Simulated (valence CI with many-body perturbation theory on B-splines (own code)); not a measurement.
Energy levels of Er LXIII

Level of theory: configuration interaction combined with many-body perturbation theory (CI+MBPT): four valence electrons over a frozen Dirac-Fock core [He], a basis of 11 s, 11 p, 10 d, 8 f, 5 g, 2 h functions for each j, with the one-electron correlation potential Σ1, the two-electron term Σ2, the three-electron term Σ3, Breit, model QED; selected CI, second order for the rest, scaled by the run's own slope (own B-spline code, finite nucleus).

The last digits are not significant, and no measured levels were compared; by estimate large intervals hold to a few tenths of a per cent, small ones and those within an open d or f shell to about a per cent. Among the levels kept, up to 920 cm⁻¹ of a level comes from second order outside the variational space, and about a tenth of that is noise between levels of different J, which matters for small intervals.

Levels 91 to 135 of 211, with energies above the lowest level, (2s^2 2p1/2^2) J=0. "Leading %" is the weight of the configuration and term that name the level; weights of strongly mixed levels are sums over their largest components and can fall short. In the jj column 3d3/2^4 stands for four electrons in 3d with j = 3/2. Lifetimes count E1, E2, E3, M1 and M2 decay at the calculated energies, and are blank where another channel may lead or the interval is too uncertain; long ones can be off by a factor of two.

```tsv
No.	Configuration	Term	J	E (eV)	Leading %	g	Leading jj	Lifetime
91	2s2p²3d	³G	4	10186	34	1.146	2s 2p1/2 2p3/2 3d3/2 (94 %)	125 fs
92	2s2p²3d	³D	3	10194	31	1.255	2s 2p1/2 2p3/2 3d3/2 (96 %)	923 as
93	2s2p²3p	³P°	0	10195	80		2s 2p1/2 2p3/2 3p3/2 (100 %)	81.8 fs
94	2s2p²3p	¹D°	2	10198	41	1.091	2s 2p1/2 2p3/2 3p3/2 (99 %)	5.84 fs
95	2s2p²3p	³P°	1	10200	32	1.364	2s 2p1/2 2p3/2 3p3/2 (98 %)	5.41 fs
96	2s2p²3d	³D	2	10203	32	1.320	2s 2p1/2 2p3/2 3d3/2 (95 %)	890 as
97	2s2p²3p	³P°	1	10205	51	1.193	2s 2p1/2 2p3/2 3p3/2 (99 %)	39.2 fs
98	2s2p²3d	⁵P	1	10212	31	1.780	2s 2p1/2 2p3/2 3d3/2 (94 %)	915 as
99	2s2p²3d	⁵D	4	10216	47	1.372	2s 2p1/2 2p3/2 3d5/2 (98 %)	32.9 fs
100	2s2p²3d	³F	2	10234	46	1.099	2s 2p1/2 2p3/2 3d5/2 (71 %)	1.84 fs
101	2s2p²3d	³F	3	10245	42	1.273	2s 2p1/2 2p3/2 3d5/2 (92 %)	666 as
102	2s2p²3d	¹P	1	10245	24	0.881	2s 2p1/2 2p3/2 3d3/2 (54 %)	1.78 fs
103	2s2p²3d	³F	2	10248	46	1.090	2s 2p1/2 2p3/2 3d3/2 (60 %)	2.54 fs
104	2s2p²3d	³G	3	10250	45	0.897	2s 2p1/2 2p3/2 3d3/2 (96 %)	16.9 fs
105	2s2p²3d	³G	5	10254	62	1.254	2s 2p1/2 2p3/2 3d5/2 (100 %)	12.3 ps
106	2s2p²3d	³D	1	10264	69	0.812	2s 2p1/2 2p3/2 3d3/2 (68 %)	1.79 fs
107	2s2p²3d	³F	2	10274	33	1.008	2s 2p1/2 2p3/2 3d3/2 (91 %)	739 as
108	2s2p²3d	³D	1	10275	64	0.819	2s 2p1/2 2p3/2 3d3/2 (59 %)	663 as
109	2s2p²3d	³D	3	10277	60	1.254	2s 2p1/2 2p3/2 3d5/2 (98 %)	947 as
110	2s2p²3d	³P	0	10281	90		2s 2p1/2 2p3/2 3d3/2 (92 %)	596 as
111	2s2p²3d	³F	4	10282	57	1.199	2s 2p1/2 2p3/2 3d5/2 (96 %)	727 as
112	2s2p²3d	¹D	2	10289	48	1.090	2s 2p1/2 2p3/2 3d5/2 (82 %)	1.00 fs
113	2s2p²3d	¹P	1	10300	56	1.050	2s 2p1/2 2p3/2 3d5/2 (82 %)	898 as
114	2s2p²3d	¹S	0	10304	53		2s 2p1/2 2p3/2 3d5/2 (91 %)	939 as
115	2s2p²3d	³D	3	10328	41	1.231	2s 2p1/2 2p3/2 3d5/2 (98 %)	3.55 fs
116	2s2p²3d	³F	4	10334	45	1.113	2s 2p1/2 2p3/2 3d5/2 (100 %)	2.71 fs
117	2s2p²3d	³P	2	10346	48	1.209	2s 2p1/2 2p3/2 3d5/2 (98 %)	640 as
118	2s2p²3d	¹F	3	10347	43	1.065	2s 2p1/2 2p3/2 3d5/2 (99 %)	660 as
119	2s2p²3d	³P	1	10347	45	1.426	2s 2p1/2 2p3/2 3d5/2 (99 %)	937 as
120	2s2p²3d	³D	2	10350	42	1.126	2s 2p1/2 2p3/2 3d5/2 (99 %)	903 as
121	2p³3p	³D	3	10432	49	1.321	2p1/2^2 2p3/2 3p3/2 (97 %)	3.59 fs
122	2p³3p	³P	1	10432	34	1.337	2p1/2^2 2p3/2 3p3/2 (97 %)	3.30 fs
123	2p³3p	³P	2	10458	43	1.312	2p1/2^2 2p3/2 3p3/2 (97 %)	3.25 fs
124	2p³3p	³P	0	10482	69		2p1/2^2 2p3/2 3p3/2 (98 %)	3.49 fs
125	2p³3d	³D°	2	10500	32	1.030	2p1/2^2 2p3/2 3d3/2 (98 %)	9.23 fs
126	2p³3d	³F°	3	10507	27	1.077	2p1/2^2 2p3/2 3d3/2 (97 %)	30.1 fs
127	2p³3d	³D°	1	10511	34	1.083	2p1/2^2 2p3/2 3d3/2 (98 %)	3.26 fs
128	2p³3d	³P°	0	10514	63		2p1/2^2 2p3/2 3d3/2 (99 %)	52.0 fs
129	2p³3d	³F°	4	10577	50	1.239	2p1/2^2 2p3/2 3d5/2 (99 %)	111 fs
130	2p³3d	³D°	2	10589	34	1.226	2p1/2^2 2p3/2 3d5/2 (98 %)	1.30 fs
131	2p³3d	³D°	3	10604	47	1.202	2p1/2^2 2p3/2 3d5/2 (97 %)	587 as
132	2p³3d	³D°	1	10616	33	1.065	2p1/2^2 2p3/2 3d5/2 (98 %)	879 as
133	2s2p²3s	⁵P	3	10713	62	1.511	2s 2p3/2^2 3s (100 %)	13.1 fs
134	2s2p²3s	³P	2	10738	55	1.339	2s 2p3/2^2 3s (99 %)	5.06 fs
135	2s2p²3p	³P°	2	10813	27	1.549	2s 2p3/2^2 3p1/2 (100 %)	8.49 fs
```
